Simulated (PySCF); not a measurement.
# Radial density of La⁺ (lanthanum, charge +1)

r2SCAN0, [Xe] 5d2, high-spin 3F determinant. All numbers are calculated (PySCF 2.14, a scalar-relativistic core potential, in def2-QZVPPD with the def2 core potential (46 electrons) (7s5p4d3f2g, 81 functions)). This is the valence pseudo-density: the core potential removes the inner electrons and smooths the orbitals near the nucleus.

```tsv
r (bohr)	4πr²ρ (e/bohr)	4πr²(ρα − ρβ)
0.0527	1.672e-05	0.0000
0.0887	4.226e-05	0.0000
0.149	0.0001049	0.0000
0.251	0.0004676	0.0000
0.422	0.007213	0.0000
0.710	0.2923	0.0020
1.19	4.727	0.1215
2.01	5.097	0.7840
3.38	0.8167	0.5339
5.68	0.05737	0.0566
9.56	0.0004087	0.0004
```

Energies and moments cover only the electrons outside the core potential. Spin-orbit coupling, absent here, splits the open shell strongly.
